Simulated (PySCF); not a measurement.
## Electron correlation in Pt(3+) (platinum, charge +3)

[Xe] 4f14 5d7, high-spin 4F determinant. Computed with PySCF 2.14 in x2c-TZVPPall with one added diffuse shell each of s, p, d, f type (12s8p8d4f1g, 113 functions), with scalar relativity by spin-free X2C-1e. Frozen: [Kr] 4d10 4f14; 15 electrons correlated.

```json
{"level": "CCSD", "correlation energy (mhartree)": "-358.61"}
{"level": "(T)", "correlation energy (mhartree)": "-6.81"}
{"level": "CCSD(T)", "correlation energy (mhartree)": "-365.42"}
```

Diagnostics: T1 = 0.0039, D1 = 0.0078, largest double amplitude 0.027.

Problem. Is a single reference adequate?

Solution. Yes, within this model without spin-orbit coupling: T1 lies below 0.03 and no double amplitude reaches 0.07.

This basis was not built for core-valence correlation, so the inner-shell part is incomplete.
